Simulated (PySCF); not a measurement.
## Vertical excitation energies

C3H11PSSi2.
Atom-mapped SMILES: `[CH3:1][S:2]/[CH:3]=[CH:4]\[SiH2:5][PH:6][SiH3:7]` (hydrogens: H8, H9, H10 on C1; H11 on C3; H12 on C4; H13, H14 on Si5; H15 on P6; H16, H17, H18 on Si7)

The calculation used PySCF 2.14.0, density-fitted response routines, TDDFT CAM-B3LYP/def2-SVPD, vertical, gas phase, core orbitals frozen in the response. Geometry: GFN2-xTB, one conformer, isolated molecule.

```
state  E (eV)  E (kJ/mol)  λ (nm)       f     main configurations (H = HOMO, L = LUMO)
   S1    5.08         490   244.1   0.202                                    H→L (86%)
   S2    5.22         504   237.4   0.036          H→L+1 (49%), H→L+3 (19%), H→L (10%)
   S3    5.74         554   215.8   0.021                                  H-1→L (86%)
   S4    5.93         572   209.1  0.0036        H→L+3 (56%), H→L+1 (19%), H→L+2 (10%)
   S5    6.12         591   202.5  0.0073  H-1→L+1 (32%), H-1→L+2 (24%), H-1→L+5 (12%)
   S6    6.26         604   198.0   0.037                      H→L+2 (52%), H→L+1 (9%)
   S7    6.46         623   191.9  0.0035        H-2→L (24%), H→L+5 (20%), H→L+4 (13%)
   S8    6.51         628   190.5  0.0041        H→L+5 (21%), H→L+4 (21%), H-2→L (17%)
```

Triplets (Tamm–Dancoff): T1 3.54 eV, H→L (81%); T2 4.84 eV, H→L+1 (46%), H→L+3 (22%), H→L+2 (8%); T3 5.38 eV, H-1→L (63%), H-1→L+8 (10%).

The lowest singlet lies at 5.08 eV (244 nm, ultraviolet) and is strong; its leading configuration is HOMO→LUMO (86%). The lowest level is also the most intense of those listed (f = 0.202). Löwdin shares by element: HOMO sulfur 46%, carbon 42%; LUMO carbon 48% or more, silicon 13% or more, sulfur 10% (atoms not listed hold the other 29%). Weighted by f, the mean energy of these states is 5.35 eV. Of the 8 states listed, 4 reach f = 0.01 and none stays under 0.0005. The oscillator strengths of these states sum to 0.314; summed over the whole spectrum of an exact calculation they would give the number of electrons, 88 (Thomas–Reiche–Kuhn). The window holds the lowest 8 singlets.

The run took 2.2 min of wall time (grids of density and orbitals included) on an Arm Neoverse N1 with one thread, shared host with 64 logical CPUs at a one-minute load of 56, and the process peaked at 1.1 GiB of memory.
